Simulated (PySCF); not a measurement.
Calculation: B3LYP-D3(BJ)/def2-TZVP // PBE0-D4/def2-TZVP run with PySCF 2.14.0. Gas-phase values, no solvent. One relaxed conformer stands for a flexible species; it need not be the lowest. B3LYP has the VWN-RPA correlation part, as in Gaussian. 

Reference species (SMILES): `N[C](S)S` (neutral, multiplicity 2).

The highest occupied spin orbital is -4.35 eV.

Changed species: `N[C](N)S` (radical fragment; the reference has radical fragment).

**Question.** Give the shifts of the highest occupied spin orbital.

**Answer.** the highest occupied spin orbital rises by 0.36 eV, to -3.99 eV.
